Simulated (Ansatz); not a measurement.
Reaction (atomization): `C[B]1O[CH2][GeH2]1` → B• + 2 C• + Ge• + 7 H• + O•

Gas-phase electronic energies from Ansatz, PBE0-D4/def2-TZVP geometries. CCSD(T)/CBS adds triple-zeta CCSD(T) − MP2 to the extrapolated MP2 energy (def2 sets, frozen cores). This one scheme is used for every species, atoms too. Functionals use def2-TZVPP. B3LYP here is the variant with VWN-RPA as its local correlation; programs differ in this. No spin–orbit coupling; open shells (•) take unrestricted orbitals. Spin–orbit coupling would lower the free atoms: a little for B, C, O; clearly for Ge. For Ge outer-core shells are correlated without core-valence functions, so the limit isn't a true one: a few kJ/mol of doubt a bond, and 10 to 20 or more in all where bonds break to atoms. Scalar relativity is left out up to krypton.

CCSD(T)/CBS gives +4456.3 kJ/mol.

(1) Another level gave +4453.6 kJ/mol. Which?
A. r2SCAN/def2-TZVPP
B. B3LYP-D4/def2-TZVPP
C. ωB97M-V/def2-TZVPP
D. PBE0/def2-TZVPP

Largest T1 diagnostic among the species: 0.014.

Answers

(1) D. PBE0 4453.6, r2SCAN 4478.4, B3LYP-D4 4447.9, ωB97M-V 4461.7 kJ/mol.

In def2-TZVPP, CCSD(T) changes the Hartree–Fock value by +1082.6 kJ/mol (the triples alone add +66.2 kJ/mol) and MP2 by +1143.7 kJ/mol; breaking electron pairs costs correlation energy, which Hartree–Fock lacks. The D4 term adds +37.1 kJ/mol with B3LYP and +19.5 kJ/mol with PBE0; it sums over pairs of atoms, weighted by their polarisabilities, and B3LYP, whose exchange is more repulsive, gets the larger term.

For atomizations the MP2-based limit and the directly extrapolated one differ by several kJ/mol either way, and by 10 to 25 for some Ge, Se and Sn compounds, so smaller differences from it don't rank the levels.
